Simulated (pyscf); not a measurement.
This saddle point was located with ωB97X-D3(BJ)/def2-SVP in PySCF.

```xyz
9

As    -2.2053    -0.8576     0.6342
Si     0.1832    -0.6710     0.3839
H     -2.1858    -2.3794     0.5702
H     -2.4523    -0.7557    -0.8649
H      0.4952     0.4016     1.4118
As    -0.5966     1.6815    -0.7415
H      0.4084     0.2293    -0.9525
H      0.7398     2.3791    -0.9465
H     -0.7555     1.3856    -2.2279
```
Charge 0, spin multiplicity 1.

Surface: singlet, charge 0. Lowest wavenumbers (cm⁻¹): 406i, 81, 127, 145, 315.

What reaction is this the transition state of?

`[SiH][AsH2]` [singlet] + `[AsH3]` ⇌ `[AsH2][SiH2][AsH2]`, an insertion read from left to right: As–H broken and As–Si, H–Si formed. At ωB97M-D3(BJ)/def2-TZVP it lies -3.3 kcal/mol from the left side and +51.5 kcal/mol from the right (each side as separated species at their lowest minima found). On the reactant side the descent ends in an adduct with a As–Si, H–Si contact, 7.8 kcal/mol under the separated species and 0.3 kcal/mol under the saddle at ωB97X-D3(BJ)/def2-TZVP. At ωB97M-D3(BJ) the saddle lies under the separated reactants, which points to a path from their complex (located at ωB97X-D3(BJ) alone). What is counted as formed (As–Si, H–Si) is already present as a longer contact in the reactant adduct; forming that adduct is a step of its own. At ωB97X-D3(BJ) the barrier from the zero used here is -7.4 kcal/mol. :HSi–AsH₂ [singlet] lies 16.8 kcal/mol over its isomer H₂Si=AsH, and others may lie lower still (electronic energy, ωB97M-D3(BJ)). One saddle was located; it need not be the lowest between these sides. Elements up to Kr have no core potential and no relativistic terms here.
